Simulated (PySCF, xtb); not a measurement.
BClBr2, SMILES ClB(Br)Br.

GFN2-xTB run with xtb at its own geometry gives an orbital gap of 4.01 eV and a dipole moment of 3.41 D.

Coordinates come from a PBE0-D3(BJ)/def2-SVP optimisation.

Problem. What does r2SCAN/def2-TZVPD run with PySCF give? (The exact figures need the calculation; the answer reports its results.)

Solution. gap 4.85 eV (levels -7.50 and -2.65 eV), dipole 0.02 D.
